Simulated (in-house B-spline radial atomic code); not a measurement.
Binding energies in Ru2+

NIST's tabulated ground configuration is [Kr] 4d6; each binding energy is the energy of the ion with one electron taken from that subshell, relaxed, less that of the parent. Method: Dirac-Hartree-Fock, average of configuration, Fermi nucleus of rms radius 4.4809 fm. Calculated with a radial B-spline atomic code at the basis-set limit. Energies include first-order Breit, QED and recoil terms.

| subshell | X-ray name | binding energy (eV) | -ε (eV) | relaxation (eV) |
| --- | --- | --- | --- | --- |
| 1s | K | 22148.3 | 22271.4 | 59.8 |
| 2s | L1 | 3261.8 | 3299.0 | 31.0 |
| 2p1/2 | L2 | 2999.6 | 3039.7 | 34.1 |
| 2p3/2 | L3 | 2870.6 | 2908.0 | 33.2 |
| 3s | M1 | 619.5 | 632.3 | 11.9 |
| 3p1/2 | M2 | 517.4 | 530.3 | 12.2 |
| 3p3/2 | M3 | 494.9 | 507.2 | 11.8 |
| 4s | N1 | 111.1 | 114.2 | 3.0 |
| 4p1/2 | N2 | 78.43 | 81.09 | 2.56 |
| 4p3/2 | N3 | 75.02 | 77.49 | 2.41 |
| 4d | N4,5 | 28.9 | 30.22 | 1.33 |

Relaxation = -ε minus the binding energy without Breit, QED and recoil terms.

Emission lines follow as differences of binding energies, with λ = 12398.42 eV·Å / E:

```json
{"line": "K-L3", "holes": "1s → 2p3/2", "energy (eV)": "19277.7", "wavelength (Å)": "0.64315"}
{"line": "K-L2", "holes": "1s → 2p1/2", "energy (eV)": "19148.7", "wavelength (Å)": "0.64748"}
{"line": "K-M3", "holes": "1s → 3p3/2", "energy (eV)": "21653.4", "wavelength (Å)": "0.57259"}
{"line": "L1-M3", "holes": "2s → 3p3/2", "energy (eV)": "2766.9", "wavelength (Å)": "4.481"}
{"line": "L3-M1", "holes": "2p3/2 → 3s", "energy (eV)": "2251.1", "wavelength (Å)": "5.5077"}
```

What screening constant σ does Moseley's law, E = (3/4)·13.6057 eV·(Z - σ)², need for K-L3?

σ = 0.54.

Moseley's non-relativistic formula needs a falling, then negative, screening constant for heavy elements, because relativity binds the 1s electron more strongly than the formula allows.

What does it cost to remove both a 2p3/2 and a 4d electron?

2916.3 eV, which is 16.78 eV more than the two single binding energies together.

What does it cost to remove two 1s electrons?

44978 eV, which is 681.9 eV more than the two single binding energies together.

What does it cost to remove both a 2p1/2 and a 4d electron?

3045.3 eV, which is 16.77 eV more than the two single binding energies together.
